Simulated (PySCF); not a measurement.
A structure optimised at PBE-D3(BJ)/def2-SVP, used in a PySCF frequency run:

```
C
F 1 1.3233
F 1 1.3233 2 110.10
I 1 2.1746 2 114.27 3 130.18
```
Charge 0, spin multiplicity 2.

Task: Write its SMILES, formula and point group.

Result: F[C](F)I, CF2I, Cs

Task: What are its rotational constants (standard atomic weights)?

Result: 10.885, 2.0114, 1.7177 GHz
